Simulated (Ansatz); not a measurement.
`C[SiH2][SiH](N)O` and `N[SiH](O)S` differ in one atom or group.

Ansatz, PBE0-D4/def2-TZVP geometries, multiplicity 1. Each molecule was computed in one conformer, which needn't be the lowest.

```csv
property,`C[SiH2][SiH](N)O`
LUMO energy (B3LYP/def2-TZVPP) / eV,-0.03
HOMO energy (ωB97M-V/def2-TZVPP) / eV,-9.45
LUMO energy (PBE0/def2-TZVPP) / eV,0.20
HOMO–LUMO gap (PBE/def2-TZVPP) / eV,5.36
HOMO–LUMO gap (B3LYP/def2-TZVPP) / eV,7.04
LUMO energy (ωB97M-V/def2-TZVPP) / eV,1.76
```

Task: Give the same properties after the change, and the shifts. (Best estimate.)

Result: The calculation gave: 
| property | `N[SiH](O)S` | shift |
| --- | --- | --- |
| LUMO energy (B3LYP/def2-TZVPP) / eV | 0.15 | 0.18 |
| HOMO energy (ωB97M-V/def2-TZVPP) / eV | -9.61 | -0.16 |
| LUMO energy (PBE0/def2-TZVPP) / eV | 0.47 | 0.27 |
| HOMO–LUMO gap (PBE/def2-TZVPP) / eV | 5.68 | 0.32 |
| HOMO–LUMO gap (B3LYP/def2-TZVPP) / eV | 7.29 | 0.25 |
| LUMO energy (ωB97M-V/def2-TZVPP) / eV | 2.12 | 0.36 |

With PBE0 the HOMO falls by 0.11 eV and the LUMO rises by 0.27 eV, so the gap widens by about 0.38 eV. PBE moves the HOMO by -0.15 eV and ωB97M-V by -0.16 eV.

B3LYP here is the variant with VWN-RPA as its local correlation; programs differ in this.
